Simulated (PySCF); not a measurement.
## Calculated data, CH$_{5}$Al$_{2}$B, CH$_{5}$B$_{2}$, CH$_{3}$B$_{2}$O, CH$_{4}$BO

Computed with PySCF 2.14.0. Calculation on a computer-drawn molecule: the log of a Hartree-Fock and frozen-core CCSD(T) single point meant for a local Hartree-Fock minimum, with one planted fault or none, to be diagnosed. Offsets are logged minus clean, where the clean run is the same molecule without the fault. The reference is restricted for singlets and unrestricted otherwise, and also for a bond in bohr or an excited solution. Adding or removing an electron swaps singlet and doublet. The excited solution moves the top pair (singlet) or top alpha electron (doublet) to the lowest empty orbital. Highest occupied and lowest empty are orbital energies over both spins, largest force is the largest gradient component, triples share is (T) over the correlation energy, the T1 limit is 0.02 restricted and 0.045 unrestricted, electrons count all cores, a negative frequency is imaginary (commonest isotopes), and the dipole is about the centre of nuclear charge.

Common to all runs: meant charge 0; logged SCF converged yes; logged CC converged yes; logged SCF stable within its kind yes; possible faults no fault, one electron removed, one electron added, multiplicity raised by two, geometry at a saddle point, SCF held on an excited solution, minimal basis STO-3G, one bond length entered in bohr, all coordinates scaled.

(1) 
```xyz
9
formula=CH5Al2B meant_multiplicity=1 meant_basis=cc-pV(D+d)Z logged_electrons=42 logged_basis_functions=99 logged_spin_squared=0 logged_highest_occupied=-8.0148 logged_lowest_empty=0.51096 logged_largest_force=0.033902 logged_T1_diagnostic=0.017309 logged_D1_diagnostic=0.049611 logged_triples_share=0.03534 logged_dipole_magnitude=1.2518 logged_energy_HF=-549.2371 logged_energy_CCSD(T)=-549.65407 planted_fault=all_coordinates_scaled,by_+8.0_% HF_energy_offset_from_clean_run=22.75 CCSD(T)_energy_offset_from_clean_run=18.73
B     -1.8040    -1.1060    -0.2404
C     -0.2078    -1.5284    -0.3707
Al     0.0897    -2.8780    -2.0625
Al     0.9431     0.2314    -0.5568
H     -2.3725    -0.3458    -1.1371
H     -2.5491    -1.5229     0.7420
H      0.1885    -2.1862     0.5396
H      2.2897     0.4643     0.4677
H      0.5662     1.3945    -1.7487
```

Units: logged_highest_occupied, logged_lowest_empty in eV; logged_largest_force in hartree/bohr; logged_dipole_magnitude in debye; logged_energy_HF, logged_energy_CCSD(T) in hartree; HF_energy_offset_from_clean_run, CCSD(T)_energy_offset_from_clean_run in kcal/mol.

Drawn bonds:
```tsv
atom	other atom	order
1	2	1
2	3	1
2	4	1
1	5	1
1	6	1
2	7	1
4	8	1
4	9	1
```

(2) 
```xyz
8
formula=CH5B2 meant_multiplicity=2 meant_basis=cc-pVDZ logged_electrons=21 logged_basis_functions=67 logged_spin_squared=0.7584 logged_highest_occupied=-10.657 logged_lowest_empty=0.26331 logged_largest_force=1.753e-05 logged_lowest_frequency=123.12 logged_T1_diagnostic=0.015884 logged_D1_diagnostic=0.056101 logged_triples_share=0.024518 logged_dipole_magnitude=0.69181 logged_energy_HF=-90.08461 logged_energy_CCSD(T)=-90.41858 planted_fault=no_fault HF_energy_offset_from_clean_run=0 CCSD(T)_energy_offset_from_clean_run=0
B      0.5204     0.6139     0.4700
C     -0.2693    -0.5247     1.1702
B     -1.2106    -1.5187     0.4381
H      0.0751     1.1405    -0.5134
H      1.5874     0.9722     0.8903
H     -0.0962    -0.6814     2.2350
H     -1.8163    -1.1685    -0.5382
H     -1.3345    -2.6490     0.8261
```

Units: logged_highest_occupied, logged_lowest_empty in eV; logged_largest_force in hartree/bohr; logged_lowest_frequency in cm⁻¹; logged_dipole_magnitude in debye; logged_energy_HF, logged_energy_CCSD(T) in hartree; HF_energy_offset_from_clean_run, CCSD(T)_energy_offset_from_clean_run in kcal/mol.

Drawn bonds:
```tsv
atom	other atom	order
1	2	1
2	3	1
1	4	1
1	5	1
2	6	1
3	7	1
3	8	1
```

(3) 
```xyz
7
formula=CH3B2O meant_multiplicity=2 meant_basis=cc-pVDZ logged_electrons=27 logged_basis_functions=71 logged_spin_squared=1.5124 logged_highest_occupied=-12.428 logged_lowest_empty=-0.28139 logged_largest_force=0.021161 logged_T1_diagnostic=0.050373 logged_D1_diagnostic=0.20548 logged_triples_share=0.037629 logged_dipole_magnitude=3.2398 logged_energy_HF=-163.74697 logged_energy_CCSD(T)=-164.23193 planted_fault=one_bond_length_entered_in_bohr,row_6_of_the_drawn_bonds HF_energy_offset_from_clean_run=76.48 CCSD(T)_energy_offset_from_clean_run=82.48
B     -1.1253     1.5882     0.8988
C     -0.5245     0.6639    -0.2050
B     -1.3541    -0.1947    -1.1584
O     -1.9961    -0.8652    -1.9031
H     -2.3115     1.6591     1.0428
H     -0.3962     2.2264     1.6015
H      1.5113     0.5480    -0.4445
```

Units: logged_highest_occupied, logged_lowest_empty in eV; logged_largest_force in hartree/bohr; logged_dipole_magnitude in debye; logged_energy_HF, logged_energy_CCSD(T) in hartree; HF_energy_offset_from_clean_run, CCSD(T)_energy_offset_from_clean_run in kcal/mol.

Drawn bonds:
```tsv
atom	other atom	order
1	2	1
2	3	1
3	4	2
1	5	1
1	6	1
2	7	1
```

Notes: T1 above single-reference limit.

(4) 
```xyz
7
formula=CH4BO meant_multiplicity=2 meant_basis=cc-pVDZ logged_electrons=24 logged_basis_functions=62 logged_spin_squared=0 logged_highest_occupied=-0.28828 logged_lowest_empty=9.64 logged_largest_force=0.079709 logged_T1_diagnostic=0.013583 logged_D1_diagnostic=0.047118 logged_triples_share=0.029261 logged_dipole_magnitude=5.5547 logged_energy_HF=-139.66727 logged_energy_CCSD(T)=-140.14632
B     -0.3946     1.3461     0.9695
C      0.4608     0.0993     0.8646
O      1.5900     0.0891     0.1437
H     -0.0733     2.3535     0.4047
H     -1.3965     1.3001     1.6287
H      0.2187    -0.8411     1.3550
H      2.0082    -0.7582     0.1763
```

Units: logged_highest_occupied, logged_lowest_empty in eV; logged_largest_force in hartree/bohr; logged_dipole_magnitude in debye; logged_energy_HF, logged_energy_CCSD(T) in hartree.

Drawn bonds:
```tsv
atom	other atom	order
1	2	1
2	3	1
1	4	1
1	5	1
2	6	1
3	7	1
```

**Q.** Which fault was planted in the run of CH$_{4}$BO (entry 4)?
**A.** one electron added

Further results for CH$_{4}$BO (entry 4):

```
HF energy offset from clean run      : 20.65 kcal/mol
CCSD(T) energy offset from clean run : -6.636 kcal/mol
```
